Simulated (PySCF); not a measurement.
Vertical excitations of a molecule C₃H₆FNSi from TDA-PBE/def2-SVPD run with PySCF, as energy in eV (oscillator strength): 4.09 (0.000), 5.13 (0.002), 5.48 (0.043), 5.72 (0.001), 5.79 (0.000), 6.18 (0.004), 6.46 (0.020), 6.70 (0.052), 6.73 (0.057), 6.95 (0.071). Lowest triplet (TDA): 3.25 eV. Geometry: TPSSh-D3(BJ)/def2-SVP. Other conformers were not sampled.

Which structure fits?
A) F[C@@H]1CN=C[SiH2]1
B) C[C@@H](C#N)[SiH2]F
C) FC[Si@@H]1C=NC1
D) C#CCN[SiH2]F

A, F[C@@H]1CN=C[SiH2]1
